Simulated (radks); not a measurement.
Question: Radial electron density D(r) = 4 pi r^2 rho(r) of an atom or ion with 66 electrons. Calculated with a radial shooting solver on a logarithmic mesh with Libxc functionals: scalar-relativistic Kohn-Sham, r2SCAN, spin-unpolarised, spherical densities, finite nucleus; meta-GGA in the generalised Kohn-Sham scheme; Fermi nuclear charge, rms radius of each element as measured or else 0.836 A^(1/3) + 0.57 fm.

```
   r/bohr * D(r) (the largest magnitude, 125, reaches the edge; | marks zero)
  0.00379 |                *
 0.004377 |                   *
 0.005095 |                       *
 0.005931 |                          *
  0.00685 |                              *
 0.007975 |                                 *
 0.009284 |                                     *
  0.01072 |                                       *
  0.01248 |                                        *
  0.01453 |                                        *
  0.01678 |                                       *
  0.01954 |                                      *
  0.02274 |                                    *
  0.02627 |                                   *
  0.03058 |                                    *
   0.0356 |                                        *
  0.04111 |                                            *
  0.04786 |                                                 *
  0.05572 |                                                     *
  0.06434 |                                                      *
  0.07491 |                                                   *
   0.0872 |                                              *
   0.1015 |                                          *
   0.1172 |                                         *
   0.1365 |                                            *
   0.1589 |                                                *
   0.1835 |                                                *
   0.2136 |                                          *
   0.2487 |                                *
   0.2872 |                        *
   0.3344 |                      *
   0.3893 |                        *
   0.4496 |                           *
   0.5233 |                         *
   0.6093 |                    *
   0.7036 |              *
   0.8191 |          *
   0.9536 |       *
    1.101 |     *
    1.282 |    *
    1.493 |  *
    1.724 | *
    2.007 |*
    2.336 |*
     2.72 *
    3.141 *
    3.656 *
    4.257 *
    4.916 *
    5.723 *
    6.662 *
    7.694 *
```

What is the nuclear charge?

Answer: Z = 69. The innermost maximum, from 1s, lies near gamma/Z bohr with gamma = sqrt(1 - (Z/c)^2) = 0.864, here 0.0125 bohr (found: 0.0137), and its height grows with Z. The density is that of the thulium ion Tm3+ in [Xe] 4f11 6s1; the configuration itself is not fixed sharply by these data, and Z only to a few units. D(r) has 4 maxima, at r = 0.0137, 0.0618, 0.172, 0.464 bohr, and minima at 0.0263, 0.112, 0.329 bohr, inside which lie 1.92, 11.08, 29.58 electrons.
